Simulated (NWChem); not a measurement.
Species: BiHCl2; SMILES [Cl][BiH][Cl]

Program: NWChem. Medium grid unless said otherwise, to which SCAN and Minnesota functionals are sensitive. Structure relaxed at the PBE0/def2-SVP level. def2 effective core potentials on Bi; no spin-orbit coupling. Total energies of different functionals are on different scales.

```tsv
level	energy (Ha)	highest occupied level (eV)	orbital gap (eV)	dipole (D)
B3LYP/def2-SVP	-1135.5059	-7.65	5.38	3.86
PBE/def2-SVP	-1135.0547	-6.66	3.87	3.67
TPSSh/def2-SVP	-1135.3766	-7.35	4.86	3.98
M06-2X/def2-SVP	-1135.2349	-9.16	8.03	4.38
LC-wPBE (HJS exchange hole, range parameter 0.4 per bohr)/def2-SVP	-1135.1415	-10.56	10.46	4.36
M06-L/def2-SVP	-1135.5483	-6.96	4.39	4.39
CAM-B3LYP/def2-SVP	-1135.3950	-9.14	8.06	4.03
```
